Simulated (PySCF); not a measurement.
**Excitation energy of Sb⁺ by level of theory**

Sb⁺ [Kr] 4d10 5s2 5p2 (3P) → Sb⁺ [Kr] 4d10 5s2 5p1 6s1 (3P), as a difference of total energies. All numbers are calculated (PySCF 2.14, a scalar-relativistic core potential, in aug-cc-pVQZ-PP with ECP28MDF). Correlated levels: valence: 4s2 4p6 4d10 frozen. The calculations carry no spin-orbit coupling.

| method | excitation energy (eV) |
| --- | --- |
| UHF | 8.305 |
| MP2 (valence) | 8.384 |
| SCS-MP2 (valence) | 8.387 |
| CCSD (valence) | 8.379 |
| CCSD(T) (valence) | 8.373 |

Task: How much does correlation contribute at CCSD(T) (valence)?

Result: 8.373 − (8.305) = 0.068 eV, measured against UHF.

Errors of the correlated levels include the incompleteness of this basis and the frozen core.

For comparison: 8.495 eV (measured; NIST levels, between the centres of gravity of the two terms).
